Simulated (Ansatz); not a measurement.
Li₄F₄. Total charge 0; singlet. Geometry relaxed at PBE-D4/def2-SVP.

```xyz
8

Li    0.271   -1.685   -1.301
Li    1.735   -0.588    1.123
Li   -1.737    0.586   -1.120
Li   -0.268    1.687    1.298
F     1.489   -1.686   -0.134
F     1.086    0.815    1.799
F    -1.486    1.689    0.131
F    -1.089   -0.818   -1.796
```

The structure comes from a short search, and lower isomers may exist.

Q: Estimate the harmonic wavenumbers at RKS PBE-D4/def2-SVP (Ansatz, unscaled). Is this a minimum?

A: 61, 69, 116, 122, 194, 194, 207, 207, 270, 276, 424, 474, 474, 558, 843, 846, 866, 866 cm⁻¹. Yes, no mode is imaginary beyond noise. Zero-point energy 42.3 kJ/mol. It took 25 s on 4 threads of Arm Neoverse V2 on a shared host.
